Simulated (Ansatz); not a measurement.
Consider the isomerisation: `CC1=C[SiH2][SiH2]1` → `C=C=C([SiH3])[SiH3]`.

Calculated with Ansatz (gas phase, PBE0-D4/def2-TZVP geometries, no zero-point term in ΔE). CCSD(T)/CBS adds triple-zeta CCSD(T) − MP2 to the extrapolated MP2 energy (def2 sets, frozen cores). Functionals use def2-TZVPP. B3LYP here is the variant with VWN-RPA as its local correlation; programs differ in this.

```json
{"level": "PBE-D4", "ΔE (kJ/mol)": "75.2", "difference from CCSD(T)/CBS": "6.2"}
{"level": "r2SCAN-D4", "ΔE (kJ/mol)": "63.9", "difference from CCSD(T)/CBS": "-5.1"}
{"level": "ωB97X-V", "ΔE (kJ/mol)": "73.3", "difference from CCSD(T)/CBS": "4.3"}
{"level": "ωB97M-V", "ΔE (kJ/mol)": "64.0", "difference from CCSD(T)/CBS": "-5.0"}
{"level": "B2PLYP", "ΔE (kJ/mol)": "54.6", "difference from CCSD(T)/CBS": "-14.4"}
{"level": "B3LYP", "ΔE (kJ/mol)": "47.4", "difference from CCSD(T)/CBS": "-21.6"}
{"level": "SCS-MP2/def2-TZVPP", "ΔE (kJ/mol)": "59.7", "difference from CCSD(T)/CBS": "-9.3"}
{"level": "CCSD(T)/def2-TZVPP", "ΔE (kJ/mol)": "66.0", "difference from CCSD(T)/CBS": "-3.0"}
{"level": "HF/def2-QZVPP", "ΔE (kJ/mol)": "39.5", "difference from CCSD(T)/CBS": "-29.5"}
{"level": "MP2/def2-QZVPP", "ΔE (kJ/mol)": "69.3", "difference from CCSD(T)/CBS": "0.3"}
{"level": "CCSD(T)/CBS", "ΔE (kJ/mol)": "69.0", "difference from CCSD(T)/CBS": "0"}
```

Largest T1 diagnostic among the species: 0.013.

In def2-TZVPP, CCSD(T) changes the Hartree–Fock value by +25.7 kJ/mol (the triples alone add +1.6 kJ/mol) and MP2 by +27.5 kJ/mol. From PBE to PBE0 (25 % exact exchange), in def2-TZVPP and without D4, ΔE moves by +8.0 kJ/mol.
